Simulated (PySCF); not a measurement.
## C3H11Si2: g tensor and hyperfine couplings

Compound: C3H11Si2 (doublet state).
Cartesian coordinates in Å at the GFN2-xTB level; atoms count from 1:
```xyz
16
C3H11Si2 angstrom
C     -2.0716   -0.6792   -0.1745
C     -1.1925    0.4847   -0.0291
C      0.2645    0.1145   -0.4178
Si     0.7847   -1.4924    0.4689
Si     1.4292    1.5926   -0.1296
H     -2.4582   -1.2017    0.6777
H     -2.2780   -1.0742   -1.1513
H     -1.2058    0.8465    1.0006
H     -1.5182    1.3037   -0.6828
H      0.2703   -0.1010   -1.4920
H      0.1069   -2.6603   -0.0986
H      0.4698   -1.3850    1.8942
H      2.2302   -1.6750    0.3066
H      2.7726    1.2607   -0.6044
H      0.9264    2.7515   -0.8756
H      1.4621    1.9236    1.2963
```

The hyperfine couplings belong to this conformer and change with its torsions.

As a line formula: `[CH2]CC([SiH3])[SiH3]` [radical].

Level of theory: UKS B3LYP, pcH-1 on C H Si, non-relativistic, mean-field spin-orbit, GIAO (PySCF 2.14.0). Isolated species at its GFN2-xTB geometry (one conformer only). The geometry wasn't refined by DFT: couplings that depend on bond lengths, twists or pyramidal angles can differ widely from those at the functional's own minimum. No stability test was run, so a lower SCF solution isn't excluded.

```json
{"g1, g2, g3": "2.00218, 2.00276, 2.00304", "g_iso": "2.00266", "Form of g": "rhombic: the two nearest values differ by 33 % of g3 − g1", "⟨S²⟩": "0.7537 (exact 0.7500)", "Basis functions": "255"}
```

Isotropic coupling and dipolar principal values T1 to T3, in mT (MHz turned into mT with g_iso):

```csv
atom,isotope,a_iso,of which spin–orbit,T1,T2,T3,Mulliken spin population
C1,13C,3.15,0.00,-2.88,-2.85,5.73,1.06
C2,13C,-1.14,0.00,-0.09,0.02,0.07,-0.08
C3,13C,3.06,0.00,-0.22,-0.21,0.44,0.05
Si4,29Si,-0.18,0.00,-0.02,-0.01,0.03,0.01
Si5,29Si,-0.29,0.00,-0.17,0.08,0.09,0.02
H6,1H,-2.31,0.00,-1.40,0.01,1.39,-0.05
H7,1H,-2.22,0.00,-1.38,-0.02,1.40,-0.04
H8,1H,0.22,0.00,-0.19,-0.14,0.33,0.00
H9,1H,2.78,0.00,-0.19,-0.14,0.33,0.03
H10,1H,-0.14,0.00,-0.18,-0.09,0.28,0.00
H11,1H,0.46,0.00,-0.14,-0.09,0.23,0.00
H12,1H,-0.01,0.00,-0.07,-0.07,0.14,0.00
H13,1H,0.10,0.00,-0.04,-0.03,0.07,0.00
H14,1H,0.15,0.00,-0.03,-0.01,0.05,0.00
H15,1H,0.01,0.00,-0.04,-0.02,0.06,0.00
H16,1H,-0.03,0.00,-0.03,-0.02,0.06,0.00
```

Largest spin populations (Mulliken): C1 (+1.06) and C2 (-0.08). C1 is the only atom above +0.15. The positive populations add up to 1.18 and the negative ones to -0.18, together 2S = 1. The angles at C1 add up to 359.8°, so it is planar; its axial dipolar tensor and the negative couplings of its protons fit spin in a p orbital normal to that plane.

Axes: g2 points within 4° of the C1–C2 bond.

Under fast tumbling the dipolar parts average out, and these isotropic splittings remain: 2 × 1H (H6/H7, I = 1/2, 3 lines) with 2.27 mT, 2 × 1H (H8/H9, I = 1/2, 3 lines) with 1.50 mT, 1 × 1H (H10, I = 1/2, 2 lines) with 0.14 mT and 6 × 1H (H11 (×6), I = 1/2, 7 lines) with 0.12 mT.

Nuclei that the bonding pattern makes equivalent are averaged, as if the motion that swaps them (rotation, inversion, ring flip) were fast. The six 1H nuclei of mean +3.2 MHz run from -0.8 to 12.9 MHz in the frozen geometry. The 1H value of +42.1 MHz is a mean of couplings from 6.2 to 78.0 MHz in this one geometry, not an average over conformers.

The 29Si coupling of Si4/Si5 (mean -6.7 MHz) shows only in satellite lines or after enrichment, since that isotope makes up about 4.7 % of natural silicon.

The 13C coupling of C1 (88.2 MHz) shows only in satellite lines or after enrichment, since that isotope makes up about 1.07 % of natural carbon.

The spin density at the nucleus, in bohr⁻³, is negative for C2 (-0.0285) and H6/H7 (-0.0142), for instance. A restricted open-shell determinant has no negative spin density anywhere; here it arises because α and β orbitals differ (spin polarisation).

The run took 48 s wall (with the writing of density and orbital grids) on one thread, Arm Neoverse V2 (aarch64), shared host with 192 logical CPUs at a one-minute load of 20, and the process peaked at 0.99 GiB of memory.
